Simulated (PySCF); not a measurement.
Be(H)(SMe) (CH4BeS), SMILES [BeH][S]C.

Geometry: B3LYP-D3(BJ)/def2-TZVP.

Method: B3LYP-D3(BJ)/def2-TZVP (PySCF 2.14.0).

Frequencies are harmonic and unscaled.

Problem. Estimate the vibrational spectrum. (The exact figures need the calculation; the answer reports its results.)

Solution. 
```csv
mode,ν (cm⁻¹),IR (km/mol),moving atoms (share of kinetic energy)
1,45,0.0,H 92 %
2,169,5.6,"H 35 %, Be 24 %, C 22 %, S 19 %"
3,543,117.4,"H 74 %, Be 25 %"
4,546,146.0,"H 64 %, Be 33 %"
5,674,6.2,"C 59 %, S 28 %, H 9 %"
6,747,66.0,"Be 63 %, S 24 %, H 11 %"
7,963,4.6,"H 85 %, C 14 %"
8,981,1.6,"H 83 %, C 14 %"
9,1354,13.9,"H 88 %, C 12 %"
10,1485,6.5,H 95 %
11,1486,6.2,H 95 %
12,2160,201.3,"H 88 %, Be 12 %"
13,3061,23.7,H 98 %
14,3143,3.6,"H 90 %, C 10 %"
15,3145,5.2,"H 90 %, C 10 %"
```
